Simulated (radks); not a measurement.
The sulfur ion S4+, configuration [Ne] 3s2.

Method: non-relativistic Kohn-Sham, exchange-only B88, spin-polarised, spherical densities, point nucleus; computed with a radial shooting solver on a logarithmic mesh with Libxc functionals.

Energy parts (hartree):
part                  energy
total             -393.37086
kinetic            393.37086
electron-nucleus  -910.74026
Hartree            147.50507
exchange           -23.50653

Orbitals (lengths in bohr, moments of r in powers of bohr; <r^-3> diverges for s and p1/2; r(max) is where P^2 peaks):
| orbital | occ. | eigenvalue (hartree) | r(max) | <1/r> | <r^2> | <r^-3> |
|---|---|---|---|---|---|---|
| 1s | 2 | -90.39435 | 0.06371 | 15.56 | 0.01272 | - |
| 2s | 2 | -9.86189 | 0.3893 | 3.056 | 0.2733 | - |
| 2p | 6 | -7.89662 | 0.3250 | 2.968 | 0.2418 | 81.37 |
| 3s | 2 | -2.38224 | 1.312 | 0.9429 | 2.473 | - |

The highest occupied level is 3s at -64.824 eV. Virial ratio -V/T = 2.00000. The electron density at the nucleus is 2685 e/bohr^3. The density falls to 0.001 e/bohr^3 at r = 2.81 bohr.
